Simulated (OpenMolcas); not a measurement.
## Pm3+ in CsCaBr3

Pm3+ with its 6 nearest bromide ions at 2.868 Å, on the Ca site of CsCaBr3 (a = 5.69 Å, distance in the model lattice 2.845 Å). The rest of the host is ab initio model potentials to 7.6 Å, with orthogonalisation functions on the cations behind the ligands, and point charges beyond; the distance is set by hand and nothing relaxes, and no local charge compensation is placed. Ligand basis ANO-RCC-VDZP.

- Program: OpenMolcas 26.06
- Method: CASSCF
- Basis: ANO-RCC-VDZP [7s6p4d2f1g]
- Scalar Hamiltonian: DKH2, point nucleus
- Active space: 4 electrons in 7 orbitals (4f)
- State averaging: 2S+1 = 5 even, 35 roots (32 in the spin-orbit step); 2S+1 = 3 even, 117 roots kept (CI in the orbitals of an earlier block, 106 in the spin-orbit step); 2S+1 = 1 even, 75 roots kept (CI in the orbitals of an earlier block, 31 in the spin-orbit step)
- Spin-orbit coupling: RASSI with atomic mean-field integrals over the reference wave functions

The lowest spin-free states (labels of O, the rotations of Oh), above the lowest:

```json
{"State": "5T2", "Degeneracy": "3", "E (cm-1)": "0.0", "Free-ion L (%)": "I (100)"}
{"State": "5A1", "Degeneracy": "1", "E (cm-1)": "25.3", "Free-ion L (%)": "I (100)"}
{"State": "5T1", "Degeneracy": "3", "E (cm-1)": "45.0", "Free-ion L (%)": "I (100)"}
{"State": "5E", "Degeneracy": "2", "E (cm-1)": "175.8", "Free-ion L (%)": "I (100)"}
{"State": "5T2", "Degeneracy": "3", "E (cm-1)": "238.2", "Free-ion L (%)": "I (100)"}
{"State": "5A2", "Degeneracy": "1", "E (cm-1)": "313.1", "Free-ion L (%)": "I (100)"}
{"State": "5A2", "Degeneracy": "1", "E (cm-1)": "14963", "Free-ion L (%)": "F (100)"}
{"State": "5T2", "Degeneracy": "3", "E (cm-1)": "15054", "Free-ion L (%)": "F (100)"}
{"State": "5A1", "Degeneracy": "1", "E (cm-1)": "15111", "Free-ion L (%)": "S (100)"}
{"State": "5T1", "Degeneracy": "3", "E (cm-1)": "15242", "Free-ion L (%)": "F (100)"}
{"State": "3T1", "Degeneracy": "3", "E (cm-1)": "17967", "Free-ion L (%)": "K (100)"}
{"State": "3T2", "Degeneracy": "3", "E (cm-1)": "17977", "Free-ion L (%)": "K (100)"}
{"State": "3A2", "Degeneracy": "1", "E (cm-1)": "17999", "Free-ion L (%)": "K (100)"}
{"State": "3T2", "Degeneracy": "3", "E (cm-1)": "18030", "Free-ion L (%)": "K (100)"}
{"State": "3E", "Degeneracy": "2", "E (cm-1)": "18038", "Free-ion L (%)": "K (100)"}
{"State": "3T1", "Degeneracy": "3", "E (cm-1)": "18045", "Free-ion L (%)": "K (100)"}
{"State": "3T1", "Degeneracy": "3", "E (cm-1)": "22849", "Free-ion L (%)": "H (100)"}
{"State": "3E", "Degeneracy": "2", "E (cm-1)": "22872", "Free-ion L (%)": "H (100)"}
{"State": "3T2", "Degeneracy": "3", "E (cm-1)": "23094", "Free-ion L (%)": "H (100)"}
{"State": "3T1", "Degeneracy": "3", "E (cm-1)": "23129", "Free-ion L (%)": "H (100)"}
```

The lowest levels with spin-orbit coupling:

```tsv
E (cm-1)	Degeneracy	Label	2S+1	J	|mJ| (%)
0.0	3	T2	5	4.01	3 (58)
107.9	1	A1	5	4.01	0 (58)
124.2	3	T1	5	4.01	1 (58)
139.2	2	E	5	4.01	2 (50)
1610	3	T1	5	5.00	3 (59)
1624	2	E	5	5.00	2 (50)
1643	3	T2	5	5.01	2 (33)
1683	3	T1	5	5.01	5 (35)
3330	1	A1	5	6.00	4 (87)
3341	3	T1	5	6.00	4 (33)
3353	3	T2	5	6.00	5 (33)
3370	1	A2	5	6.01	2 (69)
3400	3	T2	5	6.01	1 (53)
3404	2	E	5	6.01	0 (44)
5169	3	T1	5	7.00	5 (55)
5189	2	E	5	7.00	4 (50)
5194	3	T2	5	7.00	3 (44)
5200	1	A2	5	7.01	2 (54)
5262	3	T1	5	7.01	7 (34)
5266	3	T2	5	7.01	2 (33)
```

Powder χT (cm3 K/mol): 0.565 at 2 K, 0.592 at 10 K, 0.729 at 50 K, 0.842 at 100 K, 0.927 at 200 K, 0.974 at 300 K. The effective moment at 300 K is 2.828 √(χT) = 2.79 μB.

Hund's rules give f4 the level 5I4 with g = 0.600, so an isolated free-ion multiplet has χT = g² J(J+1) / 8 = 0.900 cm3 K/mol. The computed 0.974 at 300 K differs by +8 %, through the field's splitting, the mixing of terms and any other multiplet in reach.

Stevens parameters of the J = 4 multiplet, which is 139 cm-1 wide (cm-1, z along the main axis): B40 = 4.538e-02, B44 = 2.272e-01, B60 = 5.347e-04, B64 = -1.123e-02.

Metal share of the active 4f orbitals (Löwdin): 100, 100, 100, 100, 100, 100, 100 %; Mulliken charge of the metal 1.80.

High states are left out of the spin-orbit mixing, which shifts the levels that they would mix with. Without dynamic correlation the ligand-field splitting of an f shell can come out too small, at times by half. The first state left out of the spin-orbit step lies near 39000 cm-1 above the lowest spin-free state of the reference (among the parities and spins computed), and the lists stop at four fifths of that energy or lower. No measured value stands beside these numbers; the geometry was set by hand and not optimised.

The RASSCF and RASSI steps took 2.9 min on 1 thread of Arm Neoverse V2, with other jobs on the host; the integral step is not counted.
